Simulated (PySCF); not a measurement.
## S (sulfur, neutral) across methods

[Ne] 3s2 3p4, high-spin 3P determinant. Computed with PySCF 2.14 in aug-cc-pwCVDZ, with the non-relativistic Hamiltonian (point nucleus).

```tsv
method	E (hartree)	mean ε 3s β (eV)	mean ε 3p α (eV)	mean ε 3p β (eV)	Σ⟨r²⟩ (bohr²)	⟨S²⟩
LDA	-396.7250	-16.103	-7.761	-6.130	29.48	2.002
PBE	-397.9353	-15.884	-7.716	-6.110	29.39	2.003
UHF	-397.49921	-21.106	-12.609	-10.220	29.33	2.010
BLYP	-398.1132	-15.869	-7.474	-6.019	29.56	2.003
B97-3	-398.0633	-17.738	-9.080	-7.456	29.21	2.004
PBE0	-397.9709	-17.495	-9.119	-7.368	29.19	2.004
r2SCAN	-398.0804	-15.984	-8.168	-6.355	29.18	2.006
CAM-B3LYP	-398.1241	-19.183	-10.424	-8.780	29.34	2.003
```

(1) Estimate the same row for revPBE.

## Answers

(1) E (hartree) = -398.0383; mean ε 3s β (eV) = -15.807; mean ε 3p α (eV) = -7.697; mean ε 3p β (eV) = -6.097; Σ⟨r²⟩ (bohr²) = 29.37; ⟨S²⟩ = 2.003.
